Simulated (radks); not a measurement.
The numbers below are computed, except where a source is named.
Valence configurations of Zr II (all share [Kr]). Level of theory: scalar-relativistic Kohn-Sham, LDA (Slater exchange, Perdew-Wang correlation), spin-polarised, spherical densities, point nucleus; open shells are filled with parallel spins first (spin-orbit coupling, left out, can overturn this in heavy ions) (a radial shooting solver on a logarithmic mesh with Libxc functionals). Energies are relative to 4d2 5s1; eigenvalues in eV for spin up.

valence          E (eV)  moment (Bohr magnetons)    e(4d)   e(5p)    e(5s)
4d2 5s1           0.000                        3  -10.752       -  -10.737
4d3               0.353                        3   -8.957       -        -
4d1 5s2           1.454                        1  -12.546       -  -11.407
4d2.5 5s0.5       0.088                        3   -9.832       -  -10.195
4d2 5s0.5 5p0.5   1.966                        3  -11.219  -7.126  -11.063
4d1.5 5s0.5 5p1   4.200                        3  -12.640  -7.787  -11.899
4d1 5s1 5p1       4.689                        3  -13.648  -8.164  -12.434
4d2 5p1           3.939                        3  -11.675  -7.411        -
4d1.5 5s1 5p0.5   2.151                        3  -12.185  -7.512  -11.599
4d2.5 5p0.5       1.985                        3  -10.301  -6.738        -

NIST lists [Kr] 4d2 5s1 as the ground configuration; this level of theory agrees among the configurations tried. The energies are those of spherical high-spin densities, not of single terms.
